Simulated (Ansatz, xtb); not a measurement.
## Relaxing a trial structure of GeH2NO+

The starting geometry of this gas-phase singlet has its atoms placed at random.

```xyz
5

Ge    0.0274   -1.1278   -1.5206
N    -0.2197    0.3181   -0.5435
O     1.7503   -0.3363   -0.8808
H    -0.7138    0.4413   -1.6936
H     0.9038    0.5139    0.0098
```

Task: One run relaxed it with r2SCAN-D4/def2-SVP. What is a likely outcome?

Result: It ends as `[NH2+]1[O][Ge]1`. Distances that change by over a tenth: Ge1–N2 (1.76 → 2.05 Å), N2–H4 (1.26 → 1.03 Å), N2–H5 (1.27 → 1.03 Å). Contacts that open: Ge1–H4 (1.74 → 2.76 Å). Contacts that close: N2–O3 (2.10 → 1.44 Å).

The energy falls by 5.74 eV over 12 steps:

```tsv
step	E − E(last) (eV)
1	5.745
2	3.776
3	2.709
5	1.242
6	0.446
7	0.065
8	0.038
10	0.001
11	0.000
12	0.000
```

Final geometry (Å):

```xyz
5

Ge    0.2447   -1.7318   -1.3129
N     0.1256    0.2391   -0.7591
O     1.3153   -0.2712   -1.3966
H    -0.2921    0.9790   -1.3388
H     0.3544    0.5942    0.1787
```

From the same start GFN2-xTB reaches the same bonding as this run.

From so rough a start the end depends on the optimiser's path, so another program may land elsewhere. The end wasn't checked by frequencies. Run with Ansatz 0.2.0, 14 s on 1 thread of Intel(R) Xeon(R) 6975P-C (Granite Rapids) (shared host).
